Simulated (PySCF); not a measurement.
HgBi: from constants to spectrum

UHF-MP2 constants of HgBi, ⁴Σ⁻ (quartet), unpaired electrons σ ↑, π ↑↑ (Hg def2-SVP with ECP60, Bi def2-SVP with ECP60; scalar-relativistic core potentials (PySCF 2.14); masses 201.9706 and 208.9804 u):

| Item | Value |
| --- | --- |
| ωe | 17.3 cm⁻¹ |
| ωexe | 0.211 cm⁻¹ |
| Be | 0.0097072 cm⁻¹ |
| αe | 0.000116 cm⁻¹ |
| De to Hg + Bi | 0.039 eV |

(1) What force constant and bond length do these constants imply?

(2) Estimate the centrifugal constant D from the Kratzer relation and find the Dunham coefficient a1.

Correlated steps freeze 4 core orbitals. The bond is weak. Basis-set superposition, not corrected here, can be much of De in a small basis, most of all at correlated wavefunction levels. These are scalar-relativistic numbers at best; spin–orbit coupling would shift them, the dissociation energy most. The state was picked by a PBE0 search and need not be the measured ground state.

Answers

(1) Reduced mass μred = 102.71 u; k = 5.8918×10⁻⁷·μred·ωe² (u, cm⁻¹, mdyn/Å) = 0.0181 mdyn/Å; Re = √(16.8576/(μred·Be)) (u, cm⁻¹, Å) = 4.112 Å.

(2) D = 4Be³/ωe² = 1.22e-08 cm⁻¹; a1 = −1 − αeωe/(6Be²) = -4.55.
